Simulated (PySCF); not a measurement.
# Excitation energy of W²⁺ by level of theory

W²⁺ [Xe] 4f14 5d4 (5D) → W²⁺ [Xe] 4f14 5d3 6s1 (5F), as a difference of total energies. Calculation: PySCF 2.14, in def2-QZVPPD with the def2 core potential (60 electrons) (7s6p4d3f2g, 84 functions); a scalar-relativistic core potential. Correlated levels: valence: 5s2 5p6 frozen; valence and next inner shell: nothing frozen outside the core potential. The calculations carry no spin-orbit coupling.

```csv
method,excitation energy (eV)
UHF,1.259
LDA,1.060
PBE,1.110
PBE0,1.265
r2SCAN,0.975
BHandHLYP,1.262
MN15,1.113
PBEsol,1.111
M06-L,1.636
MP2 (valence),1.385
SCS-MP2 (valence),1.301
MP2 (valence and next inner shell),1.240
SCS-MP2 (valence and next inner shell),1.226
```
